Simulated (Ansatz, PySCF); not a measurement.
Barrier from R1 to the saddle point P1, each structure at its B3LYP-D3(BJ)/def2-TZVP stationary point, reached from a drawn start; harmonic modes at that level show the others as minima.
R1, PH3 (SMILES P) (charge 0, multiplicity 1):
```xyz
4

P      0.000     0.000     0.577
H      1.192     0.000    -0.192
H     -0.596     1.032    -0.192
H     -0.596    -1.032    -0.192
```
P1, H3P, a first-order saddle point (one imaginary mode, 1100i cm⁻¹) (charge 0, multiplicity 1):
| atom | x (Å) | y (Å) | z (Å) |
|---|---|---|---|
| P | 0.0000 | 0.0000 | 0.0000 |
| H | 1.3800 | 0.0000 | 0.0000 |
| H | -0.6900 | 1.1951 | 0.0000 |
| H | -0.6900 | -1.1951 | 0.0000 |

P less R. No zero-point or thermal terms. No path was followed down from the saddle.

Cores are frozen in the correlated methods.

Run with Ansatz (a first-principles code); PySCF for the D3/D4 terms. Each number belongs to the level named beside it.

```tsv
level	barrier height (kcal/mol)
SVWN5/def2-TZVPP	31.74
BLYP-D4/def2-TZVPP	33.90
B3LYP-D3(BJ)/def2-TZVPP	33.92
B3LYP-D4/def2-TZVPP	33.93
PBE0-D3(BJ)/def2-TZVPP	33.17
wB97X-V/def2-TZVPP	33.22
B2PLYP-D3(BJ)/def2-TZVPP	33.93
SCS-MP2/cc-pV(D+d)Z	?
CCSD(T)/cc-pV(Q+d)Z	?
```

Problem. Some entries are withheld; supply them.

Solution. 
- SCS-MP2/cc-pV(D+d)Z, barrier height (kcal/mol): 37.17
- CCSD(T)/cc-pV(Q+d)Z, barrier height (kcal/mol): 33.47
